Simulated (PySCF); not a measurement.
C6H8OSSi, SMILES CC(=O)[SiH2]c1cccs1 at its GFN2-xTB optimised geometry (Å):

```
17

C     -1.4152    -3.3388    -0.7426
C     -0.6105    -2.1622    -0.2617
O      0.5754    -2.2462    -0.0393
Si    -1.5944    -0.5270     0.0152
C     -0.4012     0.9060     0.0000
C      0.9646     0.9060     0.0000
C      1.5309     2.1970     0.0000
C      0.5894     3.1760     0.0009
S     -1.0051     2.5390     0.0039
H     -0.8063    -4.2389    -0.7949
H     -1.8149    -3.1086    -1.7280
H     -2.2564    -3.4943    -0.0710
H     -2.2767    -0.6445     1.3100
H     -2.5895    -0.4011    -1.0561
H      1.5384    -0.0034     0.0004
H      2.5895     2.3873    -0.0012
H      0.7307     4.2389    -0.0004
```

Computed with PySCF 2.14.0 with PBE0/def2-SVP.

Map of the log10 of the electron density (e/bohr³), floored at −4 on the plane z = 1.5 Å:

```
|                             |
|                             |
|                             |
|               ..            |
|             .:::.           |
|          .::--=--:          |
|         :-====+==-.         |
|        .-=+++++++=-:        |
|        :=+***+++++=-.       |
|        :=+***+++++=-.       |
|        .-=+*++=+++=-.       |
|        .:=+++++++=-:        |
|       .--==++++++=-.        |
|      .-+++++++++=-:         |
|      :+*%#*++====-.         |
|     .-+%@@#+=---::.         |
|     .-+%@%#+=-::.           |
|      :=*##*==--:.           |
|      .-=++=====-:           |
|       .:----====:           |
|        .:::---=-:           |
|        .:::::::.            |
|        .....                |
|         ..                  |
|                             |
|                             |
|                             |
|                             |
|                             |
```
Scale: ten equal steps from -4.00 (start of ' ') to -0.853 (end of '@'), in the order ' .:-=+*#%@'; x runs from -6.50 to 6.50, y from -6.50 (bottom) to 6.50 (top).
